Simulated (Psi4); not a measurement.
H$_{5}$BO$_{2}$SSi, singlet, geometry from GFN2-xTB, atoms displaced at random by about 0.03 Å a coordinate; R2SCAN/STO-3G, gradient (Psi4 1.11).

Input for Psi4:
```
memory 2 GB

molecule {
0 1
  Si    1.65240614    0.80235746   -0.12957237
  S     0.55289454   -1.04439573    0.00998861
  B    -1.11996125   -0.16925635    0.07430929
  O    -2.32160566   -0.79585525    0.17071152
  O    -1.10741315    1.18894328    0.02088540
  H     1.31186621    1.47189447   -1.37869435
  H     1.46335215    1.55188487    1.04503226
  H     3.00067394    0.21845347   -0.21510079
  H    -2.26481880   -1.76738304    0.22960735
  H    -1.92805140    1.66966416    0.09490756
symmetry c1
no_reorient
no_com
}

set basis sto-3g

gradient('r2scan')
print_variables()
```

It wrote (shortened):

```
gradient() will perform analytic gradient computation.

   => Loading Basis Set <=

    Name: STO-3G
    Role: ORBITAL
    Keyword: BASIS

         ---------------------------------------------------------
                                   SCF
               by Justin Turney, Rob Parrish, Andy Simmonett
                          and Daniel G. A. Smith
                              RKS Reference
         ---------------------------------------------------------

  ==> Geometry <==

    Molecular point group: c1
    Full point group: C1

    Geometry (in Angstrom), charge = 0, multiplicity = 1:

       Center              X                  Y                   Z               Mass
    ------------   -----------------  -----------------  -----------------  -----------------
         SI           1.652406140000     0.802357460000    -0.129572370000    27.976926534650
         S            0.552894540000    -1.044395730000     0.009988610000    31.972071174400
         B           -1.119961250000    -0.169256350000     0.074309290000    11.009305360000
         O           -2.321605660000    -0.795855250000     0.170711520000    15.994914619570
         O           -1.107413150000     1.188943280000     0.020885400000    15.994914619570
         H            1.311866210000     1.471894470000    -1.378694350000     1.007825032230
         H            1.463352150000     1.551884870000     1.045032260000     1.007825032230
         H            3.000673940000     0.218453470000    -0.215100790000     1.007825032230
         H           -2.264818800000    -1.767383040000     0.229607350000     1.007825032230
         H           -1.928051400000     1.669664160000     0.094907560000     1.007825032230

  Running in c1 symmetry.

  Rotational constants: A =      0.18550  B =      0.07010  C =      0.05181 [cm^-1]
  Rotational constants: A =   5561.12411  B =   2101.60364  C =   1553.14086 [MHz]
  Nuclear repulsion =  276.393572952058150

  Charge       = 0
  Multiplicity = 1
  Electrons    = 56
  Nalpha       = 28
  Nbeta        = 28

  ==> Algorithm <==

  SCF Algorithm Type is DF.
  DIIS enabled.
  MOM disabled.
  Fractional occupation disabled.
  Guess Type is SAD.
  Energy threshold   = 1.00e-08
  Density threshold  = 1.00e-08
  Integral threshold = 1.00e-12

  ==> Primary Basis <==

  Basis Set: STO-3G
    Blend: STO-3G
    Number of shells: 24
    Number of basis functions: 38
    Number of Cartesian functions: 38
    Spherical Harmonics?: true
    Max angular momentum: 1

  ==> DFT Potential <==

   => LibXC <=

    Version 7.1.2
    S. Lehtola, C. Steigemann, M. J. T. Oliveira, and M. A. L. Marques,  SoftwareX 7, 1–5 (2018) (10.1016/j.softx.2017.11.002)

   => Composite Functional: R2SCAN <=

    r2SCAN Meta-GGA XC Functional  (0.1021/acs.jpclett.0c02405)
    J. W. Furness, A. D. Kaplan, J. Ning, J. P. Perdew, J. Sun  J. Phys. Chem. Lett.  11, 8208–8215, 2020

    Deriv               =              1
    GGA                 =           TRUE
    Meta                =           TRUE

    Exchange Hybrid     =          FALSE
    MP2 Hybrid          =          FALSE

   => Exchange Functionals <=

    1.0000   XC_MGGA_X_R2SCAN

   => Correlation Functionals <=

    1.0000   XC_MGGA_C_R2SCAN

   => LibXC Density Thresholds  <==

    XC_MGGA_C_R2SCAN:  1.00E-15
    XC_MGGA_X_R2SCAN:  1.00E-11

   => Molecular Quadrature <=

    Radial Scheme          =       TREUTLER
    Pruning Scheme         =           NONE
    Nuclear Scheme         =       TREUTLER

    Blocking Scheme        =         OCTREE
    BS radius alpha        =              1
    Pruning alpha          =              1
    Radial Points          =             75
    Spherical Points       =            302
    Total Points           =         211157
    Total Blocks           =           1638
    Max Points             =            256
    Max Functions          =             36
    Weights Tolerance      =       1.00E-15

   => Loading Basis Set <=

    Name: (STO-3G AUX)
    Role: JKFIT
    Keyword: DF_BASIS_SCF

  ==> Integral Setup <==

  SCF_SUBTYPE=INCORE selected. In-core MEM_DF algorithm will be used.
  Using in-core AOs.

  ==> MemDFJK: Density-Fitted J/K Matrices <==

    J tasked:                   Yes
    K tasked:                    No
    wK tasked:                   No
    Algorithm:                 Core
    Schwarz Cutoff:           1E-12
    Mask sparsity (%):       4.5706
    Fitting Condition:        1E-10

   => Auxiliary Basis Set <=

  Basis Set: (STO-3G AUX)
    Blend: DEF2-UNIVERSAL-JKFIT
    Number of shells: 181
    Number of basis functions: 575
    Number of Cartesian functions: 685
    Spherical Harmonics?: true
    Max angular momentum: 4

  Minimum eigenvalue in the overlap matrix is 2.7575421564E-01.
  Reciprocal condition number of the overlap matrix is 1.3303942750E-01.
    Using symmetric orthogonalization.

  ==> Pre-Iterations <==

  SCF Guess: Superposition of Atomic Densities via on-the-fly atomic UHF (no occupation information).

   -------------------------
    Irrep   Nso     Nmo
   -------------------------
     A         38      38
   -------------------------
    Total      38      38
   -------------------------

  ==> Iterations <==

                           Total Energy        Delta E     RMS |[F,P]|

   @DF-RKS iter SAD:  -853.79250574252512   -8.53793e+02   0.00000e+00
   @DF-RKS iter   1:  -855.78545042010398   -1.99294e+00   7.73860e-03 ADIIS/DIIS
   @DF-RKS iter   2:  -855.76765843482337    1.77920e-02   9.10073e-03 ADIIS/DIIS
   @DF-RKS iter   3:  -855.84814049517320   -8.04821e-02   9.66159e-04 ADIIS/DIIS
   @DF-RKS iter   4:  -855.84903969942275   -8.99204e-04   3.13464e-04 ADIIS/DIIS
   @DF-RKS iter   5:  -855.84912497860478   -8.52792e-05   1.15719e-04 ADIIS/DIIS
   @DF-RKS iter   6:  -855.84913785541789   -1.28768e-05   9.53078e-06 DIIS
   @DF-RKS iter   7:  -855.84913798878563   -1.33368e-07   1.06925e-06 DIIS
[...]
  @DF-RKS Final Energy:  -855.84913799025446
[...]
    Empirical Dispersion Energy =           0.0000000000000000
    VV10 Nonlocal Energy =                  0.0000000000000000
    Total Energy =                       -855.8491379902544622

Computation Completed

Properties will be evaluated at   0.000000,   0.000000,   0.000000 [a0]

Properties computed using the SCF density matrix

 Multipole Moments:

 ------------------------------------------------------------------------------------
     Multipole            Electronic (a.u.)      Nuclear  (a.u.)        Total (a.u.)
 ------------------------------------------------------------------------------------

 L = 1.  Multiply by 2.5417464519 to convert [e a0] to [Debye]
 Dipole X            :         -1.4772521            1.0035655           -0.4736866
 Dipole Y            :          0.2715201           -0.0649892            0.2065309
 Dipole Z            :          0.0329732            0.0489031            0.0818764
 Magnitude           :                                                    0.5231995

 ------------------------------------------------------------------------------------

         ------------------------------------------------------------
                                   SCF GRAD
                          Rob Parrish, Justin Turney,
                       Andy Simmonett, and Alex Sokolov
         ------------------------------------------------------------

  ==> Geometry <==

    Molecular point group: c1
    Full point group: C1

    Geometry (in Angstrom), charge = 0, multiplicity = 1:

       Center              X                  Y                   Z               Mass
    ------------   -----------------  -----------------  -----------------  -----------------
         SI           1.652406140000     0.802357460000    -0.129572370000    27.976926534650
         S            0.552894540000    -1.044395730000     0.009988610000    31.972071174400
         B           -1.119961250000    -0.169256350000     0.074309290000    11.009305360000
         O           -2.321605660000    -0.795855250000     0.170711520000    15.994914619570
         O           -1.107413150000     1.188943280000     0.020885400000    15.994914619570
         H            1.311866210000     1.471894470000    -1.378694350000     1.007825032230
         H            1.463352150000     1.551884870000     1.045032260000     1.007825032230
         H            3.000673940000     0.218453470000    -0.215100790000     1.007825032230
         H           -2.264818800000    -1.767383040000     0.229607350000     1.007825032230
         H           -1.928051400000     1.669664160000     0.094907560000     1.007825032230

  Nuclear repulsion =  276.393572952058150

  ==> Basis Set <==

  Basis Set: STO-3G
    Blend: STO-3G
    Number of shells: 24
    Number of basis functions: 38
    Number of Cartesian functions: 38
    Spherical Harmonics?: true
    Max angular momentum: 1

  ==> DFJKGrad: Density-Fitted SCF Gradients <==

    Gradient:                    1
    J tasked:                  Yes
    K tasked:                   No
    wK tasked:                  No
    Integrals threads:           1
    Schwarz Cutoff:          1E-12
    Fitting Condition:       1E-10

   => Auxiliary Basis Set <=

  Basis Set: (STO-3G AUX)
    Blend: DEF2-UNIVERSAL-JKFIT
    Number of shells: 181
    Number of basis functions: 575
    Number of Cartesian functions: 685
    Spherical Harmonics?: true
    Max angular momentum: 4

  ==> DFT Potential <==

   => LibXC <=

    Version 7.1.2
    S. Lehtola, C. Steigemann, M. J. T. Oliveira, and M. A. L. Marques,  SoftwareX 7, 1–5 (2018) (10.1016/j.softx.2017.11.002)

   => Composite Functional: R2SCAN <=

    r2SCAN Meta-GGA XC Functional  (0.1021/acs.jpclett.0c02405)
    J. W. Furness, A. D. Kaplan, J. Ning, J. P. Perdew, J. Sun  J. Phys. Chem. Lett.  11, 8208–8215, 2020

    Deriv               =              1
    GGA                 =           TRUE
    Meta                =           TRUE

    Exchange Hybrid     =          FALSE
    MP2 Hybrid          =          FALSE

   => Exchange Functionals <=

    1.0000   XC_MGGA_X_R2SCAN

   => Correlation Functionals <=

    1.0000   XC_MGGA_C_R2SCAN

   => LibXC Density Thresholds  <==

    XC_MGGA_C_R2SCAN:  1.00E-15
    XC_MGGA_X_R2SCAN:  1.00E-11

   => Molecular Quadrature <=

    Radial Scheme          =       TREUTLER
    Pruning Scheme         =           NONE
    Nuclear Scheme         =       TREUTLER

    Blocking Scheme        =         OCTREE
    BS radius alpha        =              1
    Pruning alpha          =              1
    Radial Points          =             75
    Spherical Points       =            302
    Total Points           =         211157
    Total Blocks           =           1638
    Max Points             =            256
    Max Functions          =             36
    Weights Tolerance      =       1.00E-15

  -Total Gradient:
     Atom            X                  Y                   Z
    ------   -----------------  -----------------  -----------------
       1       -0.005720559306     0.045353863427     0.023882888315
       2        0.036620238568    -0.025902156095    -0.000935208821
       3       -0.032688415093     0.024314005605     0.000020491628
       4        0.025372835656    -0.033373346551     0.000033262302
       5       -0.078437647408     0.012749947938     0.007015767826
       6       -0.004466601880    -0.004288754046    -0.007397917470
       7       -0.001413580436    -0.017867511609    -0.014790010379
       8        0.004991838093    -0.016769885850    -0.001402497034
       9       -0.009166415391     0.037967430179    -0.001395737352
      10        0.063351218544    -0.018766620936    -0.005213576095

  Variable Map:
  ----------------------------------------------------------------------------
[...]
  Array Variable Map:
  ----------------------------------------------------------------------------
[...]
[...]
```
